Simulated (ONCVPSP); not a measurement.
# tantalum (Ta): one change to an ONCV potential, before and after

```
Element                 : Ta
Generator               : ONCVPSP 4.0.1
Type                    : optimised norm-conserving Vanderbilt (ONCV)
Functional              : PBE
Relativity              : scalar-relativistic
Frozen core             : [Kr] 4d10 4f14
Valence charge          : 13
Reference configuration : 5s2 5p6 5d4 6s1
Partial waves           : 5s+6s: rc 2.05 bohr, ncon 4, nbas 8, qcut 7.1 1/bohr, 2 projectors; 5p: rc 2.10 bohr, ncon 3, nbas 6, qcut 7.9 1/bohr, 1 projector; 5d: rc 2.30 bohr, ncon 3, nbas 8, qcut 6.8 1/bohr, 3 projectors, debl 1.1 Ha
Local potential         : polynomial inside 1.75 bohr (lpopt 5, dvloc0 6 Ha)
Core correction         : Teter function, fcfact 4.5, rcfact 1.75
```

Change: local potential polynomial inside 1.75 bohr (lpopt 5, dvloc0 1.5 Ha).

Cutoffs: the cutoffs (Ha) at which the residual kinetic energy of the hardest occupied pseudo-wave falls to 1 and 0.1 mHa per electron; they do not see the model core or the augmentation charge, which bear on the density cutoff. Errors are all-electron minus pseudo energies relative to the spin-unpolarised reference configuration.

Task: Predict the effect on cutoff, ghosts and configuration errors.

Result: The potential gets neither clearly harder nor softer (14 Ha and 18 Ha → 14 Ha and 18 Ha); of the 4 tests that both files solve, the error grows in 0 and shrinks in 1 by more than 15 % and 0.3 meV (median size 27.1 → 21.8 meV); the range in which the s phases agree widens (upper end 2.7 → 5.0); neither file shows a bound ghost.

```csv
quantity,base,changed
"cutoff, loose",14 Ha,14 Ha
"cutoff, tight",18 Ha,18 Ha
bound ghosts,none,none
GHOST(+) flags under 300 eV,s at 90.3 eV,none
"error for 5s2 5p6 5d3 6s2, meV [ΔE -2.09 eV]",-12,-12
"error for 5s2 5p6 5d3 6s1, meV [ΔE 6.37 eV]",-7.8,-8.3
"error for 5s2 5p6 5d3 6s0, meV [ΔE 21.35 eV]",-43,-43
"error for 5s2 5p6 5d2 6s2 6p1, meV [ΔE 0.89 eV]",-107,+32
s: phases at 2.08 bohr within 0.05 rad from the reference energy up to (Ha; the scan ends near 5),2.7,5.0
p: phases at 2.13 bohr within 0.05 rad from the reference energy up to (Ha; the scan ends near 5),0.5,0.2
d: phases at 2.34 bohr within 0.05 rad from the reference energy up to (Ha; the scan ends near 5),to the end of the scan,to the end of the scan
"rms error of d²Exc/dni dnj with the model core, mHa",3.32,3.32
```
